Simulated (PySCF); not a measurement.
Electric field gradients and quadrupole coupling constants

Compound: C3H6F3NSi.
SMILES with atom numbers: `[CH2:1]=[N:2][Si@@H:3]([CH3:4])[C:5]([F:6])([F:7])[F:8]` (hydrogens: H9, H10 on C1; H11 on Si3; H12, H13, H14 on C4)

Structure used (PBE0-D3(BJ)/def2-SVP), in Å, numbered top down from 1:
```
atom  x, y, z in Å
C1     2.4317   -0.2455   -0.7573
N2     1.1782   -0.2212   -0.8990
Si3    0.0120    0.1862    0.3375
C4    -1.0953    1.5616   -0.2439
C5    -1.0871   -1.3873    0.5508
F6    -0.3820   -2.4714    0.9068
F7    -2.0109   -1.1834    1.5108
F8    -1.7522   -1.6951   -0.5717
H9     2.9652   -0.0025    0.1876
H10    3.0867   -0.5233   -1.6042
H11    0.6366    0.4479    1.6738
H12   -1.9009    1.7345    0.4861
H13   -1.5494    1.2837   -1.2068
H14   -0.5392    2.5012   -0.3778
```

Field gradients from the PBE0/pcSseg-1 density (PySCF, non-relativistic), principal values in atomic units, ordered |Vxx| ≤ |Vyy| ≤ |Vzz|:

```tsv
atom	Vxx	Vyy	Vzz
N2	0.1328	0.8894	-1.0222
```

Question: Find the asymmetry η = (Vxx − Vyy)/Vzz and the couplings χ = eQV/h (234.96 MHz × Q in barn × V in au), with Q(14N) = 0.02044 b.

Answer: 
```
atom   environment  nucleus     η  χzz (MHz)  χxx (MHz)  χyy (MHz)
  N2  C=N nitrogen      14N  0.74     -4.909      0.638      4.271
```

Question: What is Vzz at N2 in SI units (1 au = 9.71736 × 10²¹ V/m²)?

Answer: -1.0222 au = -9.933 × 10²¹ V/m².

Question: And the gradient at the other heavy atoms, for which no coupling is worked out here?

Answer: 
```
atom              environment  Vzz (au)     η
  C1               C=N carbon     0.485  0.12
 Si3              SiH silicon    -0.351  0.39
  C4         Si-methyl carbon    -0.047  0.38
  C5               CF3 carbon    -0.553  0.02
  F6  fluorine of a CF3 group     2.816  0.04
  F7  fluorine of a CF3 group     2.792  0.03
  F8  fluorine of a CF3 group     2.819  0.04
```

Question: What couplings would deuterons (Q(2H) = 0.00286 b) have in place of the hydrogens, at this geometry?

Answer: 
| atom | bonded to | bond length (Å) | Vzz (au) | η | χzz (kHz) |
| --- | --- | --- | --- | --- | --- |
| H9 | C1 | 1.112 | 0.2629 | 0.03 | 177 |
| H10 | C1 | 1.106 | 0.2749 | 0.01 | 185 |
| H11 | Si3 | 1.498 | 0.1337 | 0.02 | 90 |
| H12 | C4 | 1.101 | 0.2955 | 0.01 | 199 |
| H13 | C4 | 1.100 | 0.2954 | 0.01 | 199 |
| H14 | C4 | 1.100 | 0.2991 | 0.00 | 201 |

One conformer (not necessarily the lowest) at the PBE0-D3(BJ)/def2-SVP geometry, without solvent, vibrations or thermal averaging. With a basis this small, the couplings can be 20 % off.
